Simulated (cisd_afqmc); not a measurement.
Input (AFQMC/CISD/def2-SVP; cisd_afqmc is a phaseless AFQMC code with CISD trial states that reads the integrals written by Ansatz):

Ansatz 0.2 input:
```python
import cisd_afqmc

open("ham.yaml", "w").write("""\
crystal:
  periodic: [false, false, false]
  atoms:
    - {symbol: Te, position_ang: [0.00000000, 0.00000000, 0.00000000]}
basis:
  gaussian:
    orbitals: def2-SVP
magnetization: {spin_polarized: true, initial_magnetization: 2}
correlation: {method: ccsd, electrons: outside_noble_gas, hamiltonian_folder: ham}
scf: {lower_state_search: full}
""")
rep = cisd_afqmc.ansatz("ham.yaml")
e_ccsd = rep["correlation"]["coupled_cluster"]["energy"]["hartree"]
out = cisd_afqmc.run("ham", e_ccsd, trial="CISD", walkers=2000, populations=1, threads=12, dt=0.005, steps=40, early=36, settle=10, least=100,
    cut=5e-5, rank_cut=2e-4, target=0.0004, seconds=1000, seed=4, memory=62639, gpu=True)
```

Output:

```
orbitals 17, occupied [4, 2], factors 79 of 144, rank of the doubles 52 of 82
E(HF) = -266.996813
E(CCSD) on the cut factors = -267.070458, shift to the whole factors 0.000010
Energy of the trial state on the determinant = -267.070306
  tau behind 10.8 of longer steps, mean of the populations' last blocks
   2.0  -267.07174
   4.0  -267.07144
   6.0  -267.07118
   8.0  -267.07116
  10.0  -267.07149
  12.0  -267.07126
  14.0  -267.07087
  16.0  -267.07213
  18.0  -267.07093
  20.0  -267.07089
  22.0  -267.07082
blocks 95 (5 outliers left out), error by blocks joined: 1: 0.00007, 2: 0.00008, 4: 0.00006
E(AFQMC/CISD) = -267.07134 +/- 0.00008
```

The error still grows at the longest joins of blocks, or few joins were possible, so the printed bar may be too narrow.
